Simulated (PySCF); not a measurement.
Z-matrix (Å, degrees):
```
B
S 1 1.7533
H 2 1.3511 1 100.88
S 1 1.7596 2 132.99 3 0.00
H 4 1.3414 1 98.27 2 179.99
```
Charge 0, spin multiplicity 2.

Question: Estimate the dipole moment, highest occupied spin orbital and total energy that TPSSh-D3(BJ)/def2-TZVP // CAM-B3LYP-D3(BJ)/def2-TZVP (PySCF) returns for this input.

Answer: 
The dipole moment comes out as 0.87 D and the highest occupied spin orbital comes out as -5.52 eV. The total energy comes out as -822.5010 Ha.
